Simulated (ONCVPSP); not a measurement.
## Si (Z = 14): variants of one ONCV potential

Base potential:

Si (Z = 14), optimised norm-conserving Vanderbilt (ONCV), made with ONCVPSP 4.0.1 (PBE, scalar-relativistic). Core [Ne], reference 3s2 3p2. Waves: 3s: rc 1.45 bohr, ncon 4, nbas 7, qcut 4.8 1/bohr, 2 projectors, debl 3.1 Ha; 3p: rc 1.50 bohr, ncon 4, nbas 7, qcut 5.4 1/bohr, 2 projectors, debl 3.5 Ha; d scattering state at 0.05 Ha: rc 1.25 bohr, ncon 4, nbas 7, qcut 7.4 1/bohr, 1 projector. Local part: polynomial inside 0.95 bohr (lpopt 5, dvloc0 3 Ha). Core correction: Teter function, fcfact 2.25, rcfact 1.

All-electron outer shells of the reference configuration (PBE, scalar-relativistic, ld1.x):

```json
{"shell": "2s", "level (eV)": "-139.50", "outermost node (bohr)": "0.15", "outermost maximum (bohr)": "0.45"}
{"shell": "2p", "level (eV)": "-95.56", "outermost node (bohr)": "–", "outermost maximum (bohr)": "0.39"}
{"shell": "3s", "level (eV)": "-10.81", "outermost node (bohr)": "0.72", "outermost maximum (bohr)": "1.80"}
{"shell": "3p", "level (eV)": "-4.08", "outermost node (bohr)": "0.72", "outermost maximum (bohr)": "2.17"}
```

Cutoffs, loose and tight: the cutoffs (Ha) at which the residual kinetic energy of the hardest occupied pseudo-wave falls to 1 and 0.1 mHa per electron. They do not see the model core or the augmentation charge, which bear on the density cutoff. Test errors are all-electron minus pseudo excitation energies from the reference, over the configurations 3s2 3p1; 3s2 3p0; 3s1 3p0; 3s0 3p4. A dash means not determined; rows that change the core or the reference have their own tests.

For the base: The cutoffs count occupied waves only; projector 2 of the p channel, the hardest unoccupied one, needs 89 Ha at the loose tolerance.

A true bound ghost makes a file unfit for plane-wave use even where its test errors are small: the radial tests pick states by their node count and pass the ghost by.

| change | outcome | cutoff, loose | cutoff, tight | bound ghosts | GHOST(+) flags above zero | largest test error (meV) |
| --- | --- | --- | --- | --- | --- | --- |
| base | generated | 11 Ha | 56 Ha | s | none | +38 |
| core correction Teter function, fcfact 2.25, rcfact 1.3 | generated | 11 Ha | 56 Ha | s | none | +19 |
| core correction Teter function, fcfact 2.25, rcfact 1.54 | generated | 11 Ha | 56 Ha | s | none | -44 |
| core correction Teter function, fcfact 2.25, rcfact 1.66 | generated | 11 Ha | 56 Ha | s | none | -114 |
| core correction Teter function, fcfact 2.25, rcfact 1.8 | generated | 11 Ha | 56 Ha | s | none | -229 |

(1) What comes out with this change to the base: core correction Teter function, fcfact 2.25, rcfact 1.16?

(2) What comes out with this change to the base: core correction Teter function, fcfact 2.25, rcfact 2.02?

Results:

(1) outcome: generated; cutoff, loose: 11 Ha; cutoff, tight: 56 Ha; bound ghosts: s; GHOST(+) flags above zero: none; largest test error (meV): +27.

(2) outcome: generated; cutoff, loose: 11 Ha; cutoff, tight: 56 Ha; bound ghosts: s; GHOST(+) flags above zero: none; largest test error (meV): -468.

Reading the sweep of the rcfact (base included, trends over the rows without a ghost): Bound ghosts are found at 1, 1.16, 1.3, 1.54, 1.66, 1.8, 2.02. Every judged row has one, so this setting neither creates nor removes them.
